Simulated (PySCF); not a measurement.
A GIAO shielding run with PySCF 2.14 (density fitting, non-relativistic, gas phase) on `InChI=1S/C4H9F3Si/c1-4(2-5)3-8(6)7/h4,8H,2-3H2,1H3/t4-/m1/s1`:

```
$ OMP_NUM_THREADS=1 python probes_run.py task.json out

{"job": {"kind": "nmr", "xc": "PBE0", "basis": "pcSseg-1"}, "charge": 0, "multiplicity": 1}
C     -2.054914     0.075557     0.053665
C     -0.587379    -0.153504    -0.302658
C     -0.206559    -1.588570     0.042388
F      1.057712    -1.881400    -0.416138
C      0.312758     0.846986     0.430045
Si     2.132457     0.836564    -0.096925
F      2.192473     0.965427    -1.690585
F      2.754530     2.244200     0.362509
H     -2.351923     1.087647    -0.208166
H     -2.697819    -0.617899    -0.483320
H     -2.214358    -0.063620     1.121132
H     -0.455329    -0.022729    -1.381519
H     -0.190137    -1.750094     1.125671
H     -0.883157    -2.306616    -0.431377
H      0.222476     0.679796     1.505499
H     -0.078824     1.851334     0.242737
H      3.040995    -0.191051     0.335665
```

Hardware: 1 thread of an Arm Neoverse N1, shared host. The job also computes population analyses, field gradients.

(1) How large is the calculation?

(2) How long does it take, and how much memory does it need?

Results:

(1) 74 electrons, 188 basis functions and 998 auxiliary functions.

(2) 49 s of wall time, with 12 SCF cycles and 4 response iterations; peak memory 0.89 GiB. Times on a shared host scatter by some tens of per cent.
